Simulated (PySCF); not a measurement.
# Spin-rotation constants: `O=C/C(F)=C(/Cl)C(F)F`, C₄H₂ClF₃O

Molfile (atoms numbered from 1):
```
C4H2ClF3O
     RDKit          3D

 11 10  0  0  0  0  0  0  0  0999 V2000
    1.1639   -1.6776    0.6710 O   0  0  0  0  0  0  0  0  0  0  0  0
    1.6260   -0.5772    0.5223 C   0  0  0  0  0  0  0  0  0  0  0  0
    0.8970    0.6129    0.0653 C   0  0  0  0  0  0  0  0  0  0  0  0
    1.6751    1.7055   -0.0080 F   0  0  0  0  0  0  0  0  0  0  0  0
   -0.4044    0.7208   -0.2702 C   0  0  0  0  0  0  0  0  0  0  0  0
   -1.0790    2.2018   -0.7820 Cl  0  0  0  0  0  0  0  0  0  0  0  0
   -1.3668   -0.4457   -0.2224 C   0  0  0  0  0  0  0  0  0  0  0  0
   -2.3957   -0.1606    0.6068 F   0  0  0  0  0  0  0  0  0  0  0  0
   -1.9062   -0.6486   -1.4452 F   0  0  0  0  0  0  0  0  0  0  0  0
    2.6862   -0.3499    0.7236 H   0  0  0  0  0  0  0  0  0  0  0  0
   -0.8907   -1.3787    0.1128 H   0  0  0  0  0  0  0  0  0  0  0  0
  1  2  2  0
  2  3  1  0
  3  4  1  0
  3  5  2  0
  5  6  1  0
  5  7  1  0
  7  8  1  0
  7  9  1  0
  2 10  1  0
  7 11  1  0
M  END
```

Method: PySCF 2.14.0, GIAO PBE/pcSseg-1 magnetisability, rotational g tensor and spin-rotation constants, non-relativistic, gas phase. Geometry: GFN2-xTB.

**Question.** Give the nuclear spin-rotation constants along the inertial axes (H = +C I·J) beside the isotropic shieldings.

**Answer.** Rotational constants 1.5782, 1.2259, 0.7855 GHz. A star marks the isotopologue with that one atom substituted, in its own axes.
```tsv
atom	isotope	Caa (kHz)	Cbb (kHz)	Ccc (kHz)	mean (kHz)	σ (ppm)
F4	19F	2.343	1.662	0.463	1.489	271.1
Cl6	35Cl	0.522	0.346	0.144	0.337	698.2
F8	19F	1.342	1.940	0.565	1.282	287.8
F9	19F	1.341	1.940	0.563	1.281	288.0
H10	1H	0.144	-0.067	-0.072	0.002	21.6
H11	1H	-0.022	0.029	-0.072	-0.021	23.2
O1	17O*	-1.004	-1.387	-0.009	-0.800	-329.9
C2	13C*	0.829	0.519	0.201	0.516	-4.1
C3	13C*	0.572	0.603	0.191	0.455	20.3
C5	13C*	0.582	0.546	0.160	0.429	38.5
C7	13C*	0.476	0.402	0.201	0.360	65.4
```
For the geometry as given, no vibrational averaging.
